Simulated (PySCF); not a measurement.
**Where the electron goes**

Species: C3H12N2OSi.
Z-matrix (Å and degrees, GFN2-xTB geometry), rows numbered from 1:
```
C 
O   1  1.4009
C   2  1.4125  1  113.34
C   3  1.5147  2  108.37  1   175.74
Si  4  1.8989  3  109.84  2   -48.64
N   5  1.7298  4  105.66  3    85.29
N   5  1.7295  4  107.02  3  -153.95
H   1  1.0978  2  111.26  3   -60.24
H   1  1.0887  2  106.97  3  -179.69
H   1  1.0980  2  111.28  3    60.92
H   3  1.1009  2  109.37  1    55.93
H   3  1.1030  2  109.59  1   -61.89
H   4  1.0872  3  108.80  2  -170.78
H   4  1.0884  3  108.99  2    71.99
H   5  1.4706  4  111.62  3   -42.13
H   6  1.0084  5  115.90  4   -46.73
H   6  1.0080  5  118.91  4   178.78
H   7  1.0072  5  117.95  4   -45.41
H   7  1.0064  5  117.54  4  -179.34
```

Computed, not measured: TDDFT CAM-B3LYP/def2-SVPD, vertical, gas phase, core orbitals frozen in the response in PySCF 2.14.0, density-fitted response routines.

Frontier orbitals with the atoms that hold most of them (Löwdin shares over 4%, at most four atoms; ? is withheld):

```tsv
orbital	ε (eV)	atoms
LUMO+2	1.89	C4 13%, H13 12%, H12 8%, H14 8%
LUMO+1	1.44	C1 23%, C3 10%, H10 8%, H8 8%
LUMO	1.24	?
HOMO	-8.44	N6 58%, Si5 10%, N7 9%, H17 6%
HOMO-1	-8.74	?
HOMO-2	-9.02	O2 50%, C3 12%, C1 8%, H12 7%
HOMO-3	-9.90	C4 31%, Si5 17%, O2 12%, C3 7%
```

Task: Give the leading atoms of the LUMO.

Result: Si5 (bonded to C, 2 N and H) 32%; H19 (bonded to N) 11%; H17 (bonded to N) 9%; H18 (bonded to N) 6%. By element: silicon 32%, hydrogen 26% or more.

Task: Give the leading atoms of the HOMO-1.

Result: N7 (bonded to Si and 2 H) 60%; Si5 (bonded to C, 2 N and H) 10%; N6 (bonded to Si and 2 H) 10%; H18 (bonded to N) 6%. By element: nitrogen 70%, silicon 10%, hydrogen 6% or more.

Task: How does S1 compare with the orbital gap of 9.69 eV?

Result: S1 is at 6.49 eV (f = 0.028), 3.20 eV below the gap, made of HOMO→LUMO (66%), HOMO→LUMO+1 (9%). Without the coupling terms of the response equations the lowest excitation would equal the gap.

Next come S2 at 6.66 eV (f 0.045), HOMO-1→LUMO (59%), HOMO-1→LUMO+1 (15%), HOMO→LUMO (8%); S3 at 7.24 eV (f 0.025), HOMO-2→LUMO+1 (57%), HOMO-2→LUMO (24%); S4 at 7.49 eV (f 0.0054), HOMO→LUMO+1 (46%), HOMO→LUMO+3 (27%); S5 at 7.77 eV (f 0.013), HOMO→LUMO+2 (40%), HOMO→LUMO (10%), HOMO-1→LUMO+2 (9%).

One conformer stands for the species.
